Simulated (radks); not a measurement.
Values are calculated unless marked as measured or tabulated.
Polarisability of the palladium ion Pd3+, [Kr] 4d7, at imaginary frequency. Code: a radial shooting solver on a logarithmic mesh with Libxc functionals. Model: scalar-relativistic Kohn-Sham, LDA (Slater exchange, Perdew-Wang correlation), spin-unpolarised, spherical densities, finite nucleus; Fermi nuclear charge, rms radius 4.5318 fm. Response by self-consistent Sternheimer equations with the Hartree and adiabatic LDA kernel, the relativistic mass of each level held fixed and spin-orbit coupling left out.

| w (hartree) | alpha1(iw) (bohr^3) |
|---|---|
| 0.00266 | 4.536 |
| 0.0143 | 4.535 |
| 0.0360 | 4.531 |
| 0.0697 | 4.517 |
| 0.118 | 4.481 |
| 0.186 | 4.403 |
| 0.280 | 4.252 |
| 0.413 | 3.986 |
| 0.605 | 3.565 |
| 0.892 | 2.976 |
| 1.35 | 2.246 |
| 2.12 | 1.450 |
| 3.59 | 0.7387 |
| 6.94 | 0.2707 |
| 17.5 | 0.06345 |

Static values: alpha1 = 4.536 bohr^3 (0.6722 angstrom^3; uncoupled 6.724). C6 = 20.83, triple-dipole C9 = 66.21 atomic units. One-pole (London) frequency 4 C6 / (3 alpha1^2) = 1.350 hartree, against 1.539 for minus the highest occupied eigenvalue.
